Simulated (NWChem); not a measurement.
System: CH$_{6}$ClNSi; SMILES CN[SiH2]Cl

```xyz
10

Si    -0.6806     0.1167    -0.1590
Cl     0.4275     1.3573     1.1064
N      0.1128    -1.3266    -0.6285
C      0.3574    -2.4605     0.2343
H     -1.9070    -0.2397     0.6036
H     -0.9551     0.9031    -1.3901
H      0.7461    -1.2682    -1.4193
H      1.3238    -2.4108     0.7694
H     -0.4340    -2.5252     0.9975
H      0.3327    -3.4052    -0.3336
```
Atoms are numbered in this order, from 1.

Level: PBE0/def2-SVP (NWChem), optimised geometry, unscaled harmonic frequencies. 

| frequency (cm⁻¹) | IR intensity (km/mol) |
|---|---|
| 80 | 1.8 |
| 137 | 1.8 |
| 230 | 2.4 |
| 291 | 5.3 |
| 472 | 50.6 |
| 530 | 136.8 |
| 618 | 52.5 |
| 764 | 4.9 |
| 818 | 31.8 |
| 909 | 269.1 |
| 918 | 123.3 |
| 1102 | 7.8 |
| 1141 | 0.6 |
| 1181 | 96.8 |
| 1407 | 52.5 |
| 1450 | 11.9 |
| 1465 | 8.2 |
| 1497 | 10.2 |
| 2264 | 80.2 |
| 2276 | 124.2 |
| 3021 | 65.7 |
| 3101 | 27.8 |
| 3139 | 15.7 |
| 3631 | 31.8 |

```yaml
zero_point_energy: 46.4 kcal/mol
thermal correction to the enthalpy at 298.15 K (with zero-point energy): 50.8 kcal/mol
heat capacity Cv: 20.2 cal/(mol K)
entropy at 298.15 K and 1 atm (symmetry number 1): 78.7 cal/(mol K)
dipole_moment: 2.30 D
```

Rigid rotor and harmonic oscillator; modes under 100 cm⁻¹ make the entropy uncertain.
